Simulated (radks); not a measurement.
All-electron atom: the tellurium ion Te25+ in [Ar] 3d9 (the NIST ground configuration).

Calculated with a radial shooting solver on a logarithmic mesh with Libxc functionals: Dirac Kohn-Sham, PBE, spin-unpolarised, spherical densities, point nucleus; open shells are shared between the two j in proportion to 2j + 1.

Energy parts (hartree):
| part | energy |
|---|---|
| total | -6480.06118 |
| kinetic | 6867.42954 |
| electron-nucleus | -14849.66387 |
| Hartree | 1649.63692 |
| exchange-correlation | -147.46377 |

Orbitals (lengths in bohr, moments of r in powers of bohr; <r^-3> diverges for s and p1/2; r(90%) holds 90 % of the orbital's charge):
orbital  occ.  eigenvalue (hartree)  <r^-3>  <1/r>  r(90%)  small-component weight
1s1/2       2             -1193.285       -  55.59  0.0500                3.66e-02
2s1/2       2             -209.0134       -  12.98   0.185                7.84e-03
2p1/2       2             -197.9565       -  12.95   0.165                7.86e-03
2p3/2       4             -187.8152    4932  11.99   0.172                7.48e-03
3s1/2       2             -64.07194       -  4.730   0.460                2.42e-03
3p1/2       2             -59.57014       -  4.649   0.454                2.37e-03
3p3/2       4             -57.56198   998.9  4.413   0.468                2.27e-03
3d3/2     3.6             -49.79285   161.9  4.279   0.439                2.16e-03
3d5/2     5.4             -49.35930   150.3  4.218   0.443                2.13e-03

The highest occupied level is 3d5/2 at -1343.1 eV. The density falls to 0.001 e/bohr^3 at r = 0.99 bohr. Summed over all electrons, <r^2> = 1.858 bohr^2, which gives a Langevin (diamagnetic) susceptibility term of -1.47 x 10^-6 cm^3/mol.
